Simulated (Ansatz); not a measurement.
Z-matrix (Å, degrees):
```
C
N 1 1.448
H 1 1.098 2 114.5
H 1 1.093 2 109.6 3 120.2
H 1 1.094 2 110.3 3 -122.3
Ge 2 1.827 1 120.1 3 -71.5
H 2 1.008 1 113.0 3 68.6
N 6 1.839 2 110.2 1 47.3
H 6 1.538 2 110.1 1 -68.0
H 6 1.547 2 104.9 1 170.3
C 8 1.447 6 119.4 2 68.9
H 8 1.009 6 114.6 2 -152.9
H 11 1.100 8 114.6 6 73.8
H 11 1.094 8 110.7 6 -164.0
H 11 1.094 8 109.4 6 -46.7
```

The species carries charge 0 and has multiplicity 1.

Task: List the B3LYP/def2-TZVPP orbital energies in eV (Ansatz 0.2.0). (Estimate.)

Result: Computed: Occupied: -10850.06, -1354.38, -1205.29, -1205.28, -1205.27, -388.88, -388.87, -277.30, -277.19, -168.99, -119.25, -119.24, -119.23, -32.88, -32.85, -32.82, -32.76, -32.74, -23.74, -23.30, -18.03, -17.80, -14.86, -12.92, -12.64, -11.68, -11.44, -11.29, -10.73, -9.45, -9.22, -9.09, -6.34, -6.32. Lowest empty: 0.55, 0.80, 1.42, 1.71, 1.83, 2.22, 2.35, 2.79.

B3LYP here is the variant with VWN-RPA as its local correlation; programs differ in this.
